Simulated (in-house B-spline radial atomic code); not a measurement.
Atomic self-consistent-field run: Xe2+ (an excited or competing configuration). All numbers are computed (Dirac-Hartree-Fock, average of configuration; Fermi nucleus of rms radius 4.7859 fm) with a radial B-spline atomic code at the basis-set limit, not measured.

Command:
```bash
python run_scf.py task.json out
```
Settings (nuclear radius in fm, mass in u):
```
Z                54
configuration    [Kr] 4d10 5s1 5p4 5f1
hamiltonian      dirac
method           hf
spin_polarised   False
nucleus          fermi
rms_radius       4.7859
atomic_mass      131.90416
speed_of_light   137.035999084
```

Output (hartree, bohr):
```
 radial grid: 79 intervals, B-splines of order 8, outer radius 53.7037 bohr

 iter        energy (Eh)    residual
    1       -7438.493863    6.01e-01
    2       -7442.829175    2.42e-01
    3       -7444.175697    6.02e-02
    4       -7444.249461    1.57e-02
    5       -7444.255379    9.47e-03
    6       -7444.257909    6.91e-04
    7       -7444.257937    2.05e-04
    8       -7444.257938    3.14e-05
    9       -7444.257938    1.64e-06
   10       -7444.257938    8.88e-08

 total energy                     -7444.25794
 kinetic                            7908.5878
 electron-nucleus                 -18049.4615
 electron-electron                  2696.6158

 first-order corrections (not in the total)
   Gaunt                             6.4388
   retardation                      -0.6652
   frequency dependence             -0.0647
   self-energy                       4.3892
   Uehling                          -0.6086
   Wichmann-Kroll                    0.0144
   recoil                            0.0208

 orbital      occ     eigenvalue          <r>       <r^2>       <1/r>     <1/r^2>       r_max    small
 1s1/2      2.000     -1278.3747    0.0266507 0.000963441     58.1102     7390.77     0.01716  3.96e-02
 2s1/2      2.000      -203.5679     0.114028   0.0153994     13.6108     875.591     0.09698  8.53e-03
 2p1/2      2.000      -190.7859    0.0963054   0.0114172     13.5541     279.637     0.07447  8.52e-03
 2p3/2      4.000      -178.8103     0.102048   0.0126906     12.4659     211.673     0.07932  8.08e-03
 3s1/2      2.000       -44.1017     0.304618    0.106171      4.8834     178.495      0.2783  2.56e-03
 3p1/2      2.000       -38.7539     0.295217     0.10126      4.7843      57.055      0.2653  2.49e-03
 3p3/2      4.000       -36.4190     0.306541    0.108983     4.51892      43.738      0.2759  2.38e-03
 3d3/2      4.000       -27.1200     0.277806   0.0912099     4.36252     23.8993      0.2241  2.24e-03
 3d5/2      6.000       -26.6336     0.281408   0.0934478     4.29405     23.0014      0.2272  2.21e-03
 4s1/2      2.000        -9.5026     0.717838    0.581039     1.94774     37.8008      0.6613  7.18e-04
 4p1/2      2.000        -7.5303     0.747139    0.634507     1.84064     11.7233      0.6778  6.57e-04
 4p3/2      4.000        -7.0604     0.772686    0.678473     1.76069     9.10936      0.7007  6.25e-04
 4d3/2      4.000        -3.7880     0.864743    0.868522     1.52328     4.24369      0.7435  4.88e-04
 4d5/2      6.000        -3.7102     0.875201    0.889464     1.50159     4.07931      0.7521  4.78e-04
 5s1/2      1.000        -1.9569      1.77385     3.52107    0.733514     5.99968       1.598  1.41e-04
 5p1/2      1.333        -1.3858      2.00014     4.49583    0.643565     1.67352       1.772  1.11e-04
 5p3/2      2.667        -1.3232      2.06835     4.80359    0.618497     1.31235       1.834  1.04e-04
 5f5/2      0.429        -0.2212      7.36865     67.3539     0.25278    0.173524       8.129  3.07e-05
 5f7/2      0.571        -0.2211      7.38353     67.5421    0.251121    0.170649       8.135  3.03e-05
```

Run time, properties included: 1.6 s on 1 thread of Arm Neoverse V2, with other jobs on the host.

For the Dirac Hamiltonian the kinetic term is c α·p + (β - 1)c².
